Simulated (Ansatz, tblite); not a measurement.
Removing and adding an electron: CrF2. Total charge 0; quintet. Geometry: B3LYP-D4/def2-TZVP. Ansatz, gas phase; energy differences of separate SCF runs; the oxidised species was run as a quartet alone; the reduced species was run as a sextet alone.

```tsv
atom	x (Å)	y (Å)	z (Å)
Cr1	-0.3515	0.2142	0.1223
F2	0.6771	1.2105	-0.9284
F3	-0.3256	-1.4247	0.8061
```

The xTB rows come from tblite. LC-ωPBE has ω = 0.4 bohr⁻¹. Correlated methods freeze 7 core orbitals; core or outer-core shells of Cr are correlated, in sets that lack core-valence functions.

Estimate orbital energies and vertical ionisation energies and electron affinities at: GFN1-xTB; HF/def2-TZVP; HF/def2-TZVPD; PBE-D4/def2-TZVPD; BLYP-D4/def2-TZVP; r2SCAN-D4/def2-TZVP; r2SCAN-D4/def2-TZVPD; PBE0-D4/def2-TZVP; PBE0-D4/def2-TZVPD; BHLYP-D4/def2-TZVP; LC-ωPBE/def2-TZVP; ωB97M-V/def2-TZVP; MP2/def2-TZVPD; CCSD/def2-TZVPD; CCSD/def2-TZVPP; CCSD(T)/def2-TZVPD.


| level | −HOMO (eV) | vertical IE (eV) | −LUMO (eV) | vertical EA (eV) | HOMO–LUMO gap (eV) | IE − EA (eV) | remarks |
| --- | --- | --- | --- | --- | --- | --- | --- |
| GFN1-xTB | – | 17.60 | – | 6.64 | – | 10.96 | – |
| HF/def2-TZVP | 12.36 | 10.39 | -0.61 | – | 12.97 | – | – |
| HF/def2-TZVPD | – | – | – | 0.72 | – | – | – |
| PBE-D4/def2-TZVPD | 5.55 | – | 4.88 | 1.09 | 0.68 | – | HOMO above zero (-1 sextet) |
| BLYP-D4/def2-TZVP | 5.40 | 9.57 | 4.65 | – | 0.74 | – | – |
| r2SCAN-D4/def2-TZVP | 6.05 | 9.91 | 4.65 | – | 1.40 | – | – |
| r2SCAN-D4/def2-TZVPD | 6.06 | – | 4.67 | 1.18 | 1.40 | – | HOMO above zero (-1 sextet) |
| PBE0-D4/def2-TZVP | 7.47 | 10.12 | 3.14 | – | 4.33 | – | – |
| PBE0-D4/def2-TZVPD | 7.48 | – | 3.16 | 1.16 | 4.32 | – | HOMO above zero (-1 sextet) |
| BHLYP-D4/def2-TZVP | 9.16 | 10.47 | 1.02 | – | 8.14 | – | – |
| LC-ωPBE/def2-TZVP | 10.24 | 10.27 | 0.59 | – | 9.65 | – | – |
| ωB97M-V/def2-TZVP | 9.85 | 10.10 | 0.52 | – | 9.34 | – | – |
| MP2/def2-TZVPD | – | – | – | 0.97 | – | – | – |
| CCSD/def2-TZVPD | – | – | – | 1.07 | – | – | – |
| CCSD/def2-TZVPP | – | 10.40 | – | – | – | – | – |
| CCSD(T)/def2-TZVPD | – | – | – | 1.07 | – | – | – |

Relaxing the oxidised species (B3LYP-D4/def2-TZVP) changes its energy by -0.23 eV at PBE-D4/def2-TZVP, so the adiabatic ionisation energy to this nearest minimum is 9.43 eV. At PBE0-D4/def2-TZVP it is 9.77 eV.     A HOMO above zero means that the electron is unbound at that level or that self-interaction error raises the level; the energy of removing that electron tells which. HOMO and LUMO are the levels of the spin that leaves or enters (xTB has no such levels and no spin-polarisation term). Other spin states of the ions may lie lower, which would lower the ionisation energy or raise the affinity. Raw xTB energy differences between charge states are shifted by several eV; the methods need an empirical correction for them.
